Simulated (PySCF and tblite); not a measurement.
Values are calculated unless marked as measured or tabulated.
C5H11NO, numbered as in [CH3:1][CH2:2][CH2:3][NH:4][C:5]([CH3:6])=[O:7]. Conformer-averaged GIAO shifts at 298.15 K against TMS at the same level, unscaled (PySCF, tblite), from 2 protocols:

A: shieldings PBE0/pcSseg-1 (IEF-PCM, chloroform); weights PBE0-D3(BJ)/pcSseg-1 (IEF-PCM, chloroform) // GFN2-xTB; 3 conformers.
B: shieldings WP04/pcSseg-1 (IEF-PCM, chloroform); weights PBE0-D3(BJ)/def2-TZVP (IEF-PCM, chloroform) // PBE0-D3(BJ)/def2-SVP; 4 conformers.

```tsv
signal	measured (ppm)	A	B
H1	0.96	0.98	0.91
H2	1.55	1.40	1.28
H3	3.18	3.44	3.06
C1	11.1	13.4	14.9
C2	22.5	29.0	29.1
C3	40.7	43.0	44.0
```

Measured: Pretsch, Buehlmann, Badertscher, Structure Determination of Organic Compounds, 4th ed. (2009); solvent: not stated per compound (mostly CDCl3 or CCl4).

Problem. Which protocol comes closest to experiment?

Solution. For ¹³C protocol A has the smallest mean absolute error, though another scatters less about its mean error. For ¹H protocol A has the smallest mean absolute error, but the gap to the next is too small to matter.
```json
{"nucleus": "¹³C", "ppm": "mean absolute error", "A": "3.7", "B": "4.6"}
{"nucleus": "¹³C", "ppm": "scatter about the mean error", "A": "2.0", "B": "1.5"}
{"nucleus": "¹H", "ppm": "mean absolute error", "A": "0.14", "B": "0.15"}
{"nucleus": "¹H", "ppm": "scatter about the mean error", "A": "0.17", "B": "0.09"}
```

For scale, the study of CCCNC(C)=O took 2.3 min on 1 thread of Intel Xeon 6975P-C, on a host shared with other jobs (rough), launched as `OMP_NUM_THREADS=1 python ens_run.py task.json out`.
